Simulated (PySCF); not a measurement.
Isomers of C4H8N2O2Si, mass 144.036 u with the commonest isotopes. Theory: PBE0/pcSseg-1 in PySCF (dipole) on a GFN2-xTB geometry, gas phase. One conformer each, none proved a minimum here; rigid rotors.

**Question.** Order these by rotational constant A, largest first.
A. `[CH2:1]=[N:2][C@@H:3]1[CH2:4][Si@H:5]([C:6]([NH2:7])=[O:8])[O:9]1` with C1–N2–C3–C4 115°, C4–Si5–C6–N7 -63°, Si5–C6–N7–H -178° and -6°
B. `[CH3:1][O:2][Si@H:3]([OH:4])[n:5]1[cH:6][cH:7][cH:8][n:9]1` with C1–O2–Si3–O4 -60°, O2–Si3–O4–H -140°, O2–Si3–N5–C6 -42°
C. `[CH3:1][O:2][Si@H:3]([OH:4])[n:5]1[cH:6][cH:7][n:8][cH:9]1` with C1–O2–Si3–O4 -179°, O2–Si3–O4–H 27°, O2–Si3–N5–C6 -166°

**Answer.** B (3202 MHz), A (2676 MHz), C (2484 MHz).

**Question.** Order these by rotational constant C, smallest first.
A. `[CH2:1]=[N:2][C@@H:3]1[CH2:4][Si@H:5]([C:6]([NH2:7])=[O:8])[O:9]1` with C1–N2–C3–C4 115°, C4–Si5–C6–N7 -63°, Si5–C6–N7–H -178° and -6°
B. `[CH3:1][O:2][Si@H:3]([OH:4])[n:5]1[cH:6][cH:7][n:8][cH:9]1` with C1–O2–Si3–O4 -179°, O2–Si3–O4–H 27°, O2–Si3–N5–C6 -166°
C. `[CH3:1][O:2][Si@H:3]([OH:4])[n:5]1[cH:6][cH:7][cH:8][n:9]1` with C1–O2–Si3–O4 -60°, O2–Si3–O4–H -140°, O2–Si3–N5–C6 -42°

**Answer.** C (751.0 MHz), A (782.8 MHz), B (805.7 MHz).

**Question.** Order these by out-of-plane moment Σ m c² = (Ia + Ib − Ic)/2, largest first.
A. `[CH3:1][O:2][Si@H:3]([OH:4])[n:5]1[cH:6][cH:7][n:8][cH:9]1` with C1–O2–Si3–O4 -179°, O2–Si3–O4–H 27°, O2–Si3–N5–C6 -166°
B. `[CH2:1]=[N:2][C@@H:3]1[CH2:4][Si@H:5]([C:6]([NH2:7])=[O:8])[O:9]1` with C1–N2–C3–C4 115°, C4–Si5–C6–N7 -63°, Si5–C6–N7–H -178° and -6°
C. `[CH3:1][O:2][Si@H:3]([OH:4])[n:5]1[cH:6][cH:7][cH:8][n:9]1` with C1–O2–Si3–O4 -60°, O2–Si3–O4–H -140°, O2–Si3–N5–C6 -42°

**Answer.** B (42.68 u·Å²), A (36.26 u·Å²), C (16.11 u·Å²).

```tsv
SMILES	point group	Ia (u·Å²)	Ib (u·Å²)	Ic (u·Å²)	κ	μa (D)	μb (D)	μc (D)
CO[Si@H](O)n1ccnc1	C1	203.48	496.29	627.26	-0.75	4.13	0.25	1.45
C=N[C@@H]1C[Si@H](C(N)=O)O1	C1	188.87	542.06	645.57	-0.84	1.97	1.98	0.22
CO[Si@H](O)n1cccn1	C1	157.82	547.31	672.90	-0.86	0.96	1.31	0.50
```
